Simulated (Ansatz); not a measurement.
Basis-set extrapolation for C$_{2}$H$_{8}$AlFO, SMILES `[CH3][Al-]([CH3])([OH2+])[F]` (PBE0-D4/def2-TZVP geometry, frozen core, Ansatz). Multiplicity 1, RHF reference.

|  | def2-TZVPP | def2-QZVPP |
| --- | --- | --- |
| HF | -496.856911 | -496.876739 |
| MP2 correlation | -0.955776 | -1.030582 |
| CCSD(T) correlation | -1.027292 | not run |

Energies in hartree. Use E(X) = E(∞) + A·exp(−7.88·√X) for Hartree–Fock and E(X) = E(∞) + B·X^(−2.97) for correlation, with X = 3 and 4, and add CCSD(T) minus MP2 of the smaller set to the MP2 limit.

Problem. What is the CCSD(T) energy at the basis-set limit?

Solution. HF limit: -496.876739 + (-0.019828) × 0.13774 = -496.87947. MP2 limit: -1.030582 + (-0.074806) × 0.74074 = -1.08599. Higher-order term: -1.027292 − (-0.955776) = -0.07152. Total: -498.03698 hartree, 95.9 kcal/mol below CCSD(T)/def2-TZVPP.
